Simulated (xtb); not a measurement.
C4H12O3Si, triplet, at the geometry of the source list (a higher spin typed on purpose: for a closed-shell molecule this is an excited state); GFN2-xTB (xtb).

Input for xtb:
```
$ xtb mol.xyz --gfn 2 --uhf 2 --etemp 10 --json

# file mol.xyz
20

C     -2.36020000    -1.27880000    -0.52230000
O     -1.50130000    -0.18120000    -0.65810000
Si    -0.00020000    -0.00160000    -0.06600000
C      0.00500000     0.04540000     1.84420000
O      0.60510000     1.36420000    -0.70190000
C      0.08180000     2.66080000    -0.62600000
O      0.89080000    -1.23220000    -0.63870000
C      2.27380000    -1.42340000    -0.53130000
H     -1.89410000    -2.17990000    -0.92450000
H     -2.61030000    -1.44680000     0.52810000
H     -3.27190000    -1.05500000    -1.07920000
H     -0.66120000     0.81350000     2.22740000
H      0.99650000     0.25380000     2.23670000
H     -0.31710000    -0.90150000     2.26870000
H     -0.92450000     2.69130000    -1.04710000
H      0.74110000     3.31650000    -1.19770000
H      0.04330000     3.00240000     0.41130000
H      2.81060000    -0.58400000    -0.97650000
H      2.52180000    -2.34380000    -1.06310000
H      2.57090000    -1.51980000     0.51590000
```

The log (banner, timings and long lists left out):

```
   ID    Z sym.   atoms
    1    6 C      1, 4, 6, 8
    2    8 O      2, 5, 7
    3   14 Si     3
    4    1 H      9-20

           -------------------------------------------------
          |                Calculation Setup                |
           -------------------------------------------------

           -------------------------------------------------
          |                 G F N 2 - x T B                 |
           -------------------------------------------------

          ...................................................
          :                      SETUP                      :
          :.................................................:
          :  # basis functions                  50          :
          :  # atomic orbitals                  49          :
          :  # shells                           29          :
          :  # electrons                        50          :
          :  max. iterations                   250          :
          :  Hamiltonian                  GFN2-xTB          :
          :  restarted?                      false          :
          :  GBSA solvation                  false          :
          :  PC potential                    false          :
          :  electronic temp.           10.0000000     K    :
          :  accuracy                    1.0000000          :
          :  -> integral cutoff          0.2500000E+02      :
          :  -> integral neglect         0.1000000E-07      :
          :  -> SCF convergence          0.1000000E-05 Eh   :
          :  -> wf. convergence          0.1000000E-03 e    :
          :  Broyden damping             0.4000000          :
          :  net charge                          0          :
          :  unpaired electrons                  2          :
          ...................................................

 iter      E             dE          RMSdq      gap      omega  full diag
   1    -28.6253297 -0.286253E+02  0.512E+00    0.00       0.0  T
   2    -28.6843722 -0.590425E-01  0.387E+00    0.01       1.0  T
   3    -28.6897828 -0.541067E-02  0.289E+00    0.08       1.0  T
   4    -28.5964074  0.933754E-01  0.229E+00    0.29       1.0  T
   5    -28.6782829 -0.818755E-01  0.117E+00    0.28       1.0  T
   6    -28.6880692 -0.978634E-02  0.674E-01    0.35       1.0  T
   7    -28.6905186 -0.244943E-02  0.451E-01    0.40       1.0  T
   8    -28.6918538 -0.133518E-02  0.286E-01    0.41       1.0  T
   9    -28.6920012 -0.147399E-03  0.155E-01    0.43       1.0  T
  10    -28.6923793 -0.378061E-03  0.569E-02    0.43       1.0  T
  11    -28.6923483  0.309835E-04  0.562E-02    0.43       1.0  T
  12    -28.6923779 -0.296313E-04  0.365E-02    0.43       1.0  T
  13    -28.6923905 -0.126089E-04  0.225E-02    0.43       1.0  T
  14    -28.6923914 -0.888506E-06  0.129E-02    0.43       1.7  T
  15    -28.6923931 -0.171006E-05  0.684E-03    0.43       3.3  T
  16    -28.6923932 -0.103820E-06  0.344E-03    0.43       6.5  T
  17    -28.6923934 -0.135065E-06  0.841E-04    0.43      26.6  T
  18    -28.6923934 -0.517785E-08  0.235E-04    0.43      95.2  T

   *** convergence criteria satisfied after 18 iterations ***

 transition dipole moment (au) for excitation:          25          26
     X       Y       Z
  -0.2634   0.3023  -0.0934  total (au/Debye):    0.412   1.046
 dE (eV)             :    8.781
 oscillator strength :  0.51570E-01

         :::::::::::::::::::::::::::::::::::::::::::::::::::::
         ::                     SUMMARY                     ::
         :::::::::::::::::::::::::::::::::::::::::::::::::::::
         :: total energy             -28.414678054461 Eh    ::
         :: gradient norm              0.127201793873 Eh/a0 ::
         :: HOMO-LUMO gap              0.431575424023 eV    ::
         ::.................................................::
         :: SCC energy               -28.692285697834 Eh    ::
         :: -> isotropic ES            0.063833993073 Eh    ::
[...]
             Fermi-level           -0.2334916 Eh           -6.3536 eV

     #   Z          covCN         q      C6AA      α(0)
     1   6 C        3.684     0.025    20.357     6.460
     2   8 O        1.621    -0.338    19.703     5.991
     3  14 Si       3.364     0.447   112.152    21.051
     4   6 C        3.648    -0.125    23.263     6.930
     5   8 O        1.621    -0.341    19.756     5.999
     6   6 C        3.684     0.025    20.350     6.459
     7   8 O        1.621    -0.319    19.370     5.940
     8   6 C        3.684     0.033    20.216     6.438
     9   1 H        0.924     0.034     2.535     2.490
    10   1 H        0.924     0.045     2.386     2.415
    11   1 H        0.924     0.059     2.214     2.327
    12   1 H        0.925     0.064     2.156     2.296
    13   1 H        0.925     0.045     2.378     2.411
    14   1 H        0.925     0.044     2.395     2.420
    15   1 H        0.924     0.056     2.252     2.347
    16   1 H        0.924     0.063     2.168     2.302
    17   1 H        0.924     0.059     2.212     2.326
    18   1 H        0.924     0.038     2.482     2.464
    19   1 H        0.924     0.052     2.298     2.370
    20   1 H        0.924     0.037     2.489     2.467

 Mol. C6AA /au·bohr⁶  :       3598.795112
 Mol. C8AA /au·bohr⁸  :      94827.842363
 Mol. α(0) /au        :         93.903914

Wiberg/Mayer (AO) data.
largest (>0.10) Wiberg bond orders for each atom

 ---------------------------------------------------------------------------
     #   Z sym  total        # sym  WBO       # sym  WBO       # sym  WBO
 ---------------------------------------------------------------------------
     1   6 C    3.963 --     9 H    0.982     2 O    0.974    11 H    0.962
                            10 H    0.957
     2   8 O    2.285 --     3 Si   1.019     1 C    0.974
     3  14 Si   3.713 --     7 O    1.067     2 O    1.019     5 O    0.964
                             4 C    0.544
     4   6 C    3.847 --    13 H    1.002    14 H    0.999    12 H    0.992
                             3 Si   0.544
     5   8 O    2.271 --     6 C    1.017     3 Si   0.964
     6   6 C    3.946 --     5 O    1.017    15 H    0.976    16 H    0.964
                            17 H    0.951
     7   8 O    2.326 --     3 Si   1.067     8 C    0.973
     8   6 C    3.963 --    18 H    0.984     7 O    0.973    19 H    0.968
                            20 H    0.960
     9   1 H    0.999 --     1 C    0.982
    10   1 H    0.997 --     1 C    0.957
    11   1 H    0.994 --     1 C    0.962
    12   1 H    0.996 --     4 C    0.992
    13   1 H    0.998 --     4 C    1.002
    14   1 H    0.998 --     4 C    0.999
    15   1 H    0.997 --     6 C    0.976
    16   1 H    0.994 --     6 C    0.964
    17   1 H    0.995 --     6 C    0.951
    18   1 H    0.999 --     8 C    0.984
    19   1 H    0.995 --     8 C    0.968
    20   1 H    0.997 --     8 C    0.960
 ---------------------------------------------------------------------------

Topologies differ in total number of bonds
Writing topology from bond orders to xtbtopo.mol

molecular dipole:
                 x           y           z       tot (Debye)
 q only:       -0.038       0.245       0.852
   full:        0.385      -0.228       0.911       2.579
molecular quadrupole (traceless):
                xx          xy          yy          xz          yz          zz
 q only:        1.149      -0.201       2.791      -0.175      -0.193      -3.940
  q+dip:        0.044      -0.508       1.925      -0.163       0.036      -1.968
   full:        0.602       1.089       1.348       0.284      -0.619      -1.951

           -------------------------------------------------
          | TOTAL ENERGY              -28.414678054461 Eh   |
          | GRADIENT NORM               0.127201793873 Eh/α |
          | HOMO-LUMO GAP               0.431575424023 eV   |
           -------------------------------------------------

normal termination of xtb
```
